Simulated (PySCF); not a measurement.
# C₆ coefficients of unlike pairs at PBE

Calculated with PySCF 2.14 from the dipole response of each species, C₆(A,B) = (3/π) ∫ α_A(iu) α_B(iu) du, in atomic units, from isotropic polarisabilities. For ions this is the dispersion term alone; charge-induced terms of lower order in 1/R come first.

```csv
species,configuration,basis,relativity,α (bohr³),C₆ (like pair)
Rh⁺,[Kr] 4d8 (3F),"aug-cc-pwCVTZ-DK with one added diffuse shell each of s, p, d, f, g type (12s11p9d5f4g)",spin-free X2C,14.25,89.57
Sc²⁺,[Ar] 3d1 (2D),aug-cc-pVTZ-DK (8s7p5d3f2g),spin-free X2C,5.213,14.96
Rh,[Kr] 4d8 5s1 (4F),aug-cc-pVDZ-PP with ECP28MDF (5s5p4d2f),core potential,52.12,431.4
V³⁺,[Ar] 3d2 (3F),"x2c-QZVPPall with one added diffuse shell each of s, p, d, f, g type (12s8p6d4f3g)",spin-free X2C,2.284,5.789
```

(1) Estimate C₆ for Rh with Rh⁺.

No spin-orbit coupling is included.

The other pairs:

```csv
pair,C₆
"V³⁺, Rh",38.74
"V³⁺, Sc²⁺",9.069
"Sc²⁺, Rh⁺",36.32
"V³⁺, Rh⁺",21.46
"Rh, Sc²⁺",71.02
```

Results:

(1) The integral gives 181.8. The combination rule 2 C_A C_B / (C_A α_B/α_A + C_B α_A/α_B) gives 173.4 and the geometric mean 196.6.
